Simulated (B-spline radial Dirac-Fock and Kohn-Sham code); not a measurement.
Two-hole binding energies of In²⁹⁺

System: the In²⁹⁺ ion, configuration 1s2 2s2 2p6 3s2 3p6 3d2.

Input file task.json (cfg lists n, l and occupation; rrms is the nuclear radius in fm):

```json
{"items": [{
  "Z": 49,
  "q": 29,
  "cfg": [[1, 0, 2], [2, 0, 2], [2, 1, 6], [3, 0, 2], [3, 1, 6], [3, 2, 2]],
  "A": 115,
  "rrms": 4.6156,
  "do": ["binding", "quiet", "double"]
}]}
```

Run with: `python xray_run.py task.json out`

Model: Dirac-Fock (average of configuration) total-energy differences with a finite nucleus, the Breit interaction including its frequency dependence, and self-energy and vacuum-polarisation corrections. Program: a radial atomic solver. U is the two-hole binding energy less the two single-hole energies, the effective repulsion of the holes after relaxation. Each two-hole energy is an average over J within one jj subconfiguration.

| holes | E(a) (eV) | E(b) (eV) | E(ab) (eV) | U (eV) |
| --- | --- | --- | --- | --- |
| 1s⁻² | 29340.8 | 29340.8 | 59522.3 | 840.7 |
| 1s⁻¹ 2p1/2⁻¹ | 29340.8 | 5313.6 | 34930.1 | 275.7 |
| 1s⁻¹ 2p3/2⁻¹ | 29340.8 | 5102.5 | 34701.4 | 258.1 |
| 1s⁻¹ 3p3/2⁻¹ | 29340.8 | 1812.4 | ? | ? |
| 2s⁻² | 5609.1 | 5609.1 | 11394.3 | 176.2 |
| 2s⁻¹ 2p1/2⁻¹ | 5609.1 | 5313.6 | 11091.5 | 168.8 |
| 2s⁻¹ 2p3/2⁻¹ | 5609.1 | 5102.5 | 10877.0 | 165.4 |
| 2p1/2⁻² | 5313.6 | 5313.6 | 10837.2 | 210.0 |
| 2p1/2⁻¹ 2p3/2⁻¹ | 5313.6 | 5102.5 | 10609.4 | 193.3 |
| 2p3/2⁻² | 5102.5 | 5102.5 | 10398.0 | 193.0 |
| 2p3/2⁻¹ 3s⁻¹ | 5102.5 | 1978.2 | 7172.5 | 91.8 |
| 2p3/2⁻¹ 3p1/2⁻¹ | 5102.5 | 1859.6 | 7059.0 | 96.9 |
| 3p1/2⁻¹ 3p3/2⁻¹ | 1859.6 | 1812.4 | 3743.8 | 71.8 |
| 3p3/2⁻² | 1812.4 | 1812.4 | 3697.0 | 72.2 |

**Question.** Give the missing two-hole energy and U.

**Answer.** E(ab) = 31259.3 eV and U = 106.2 eV.

Values without a named source are computed, but for edge energies of neutral atoms, which are taken from tables.
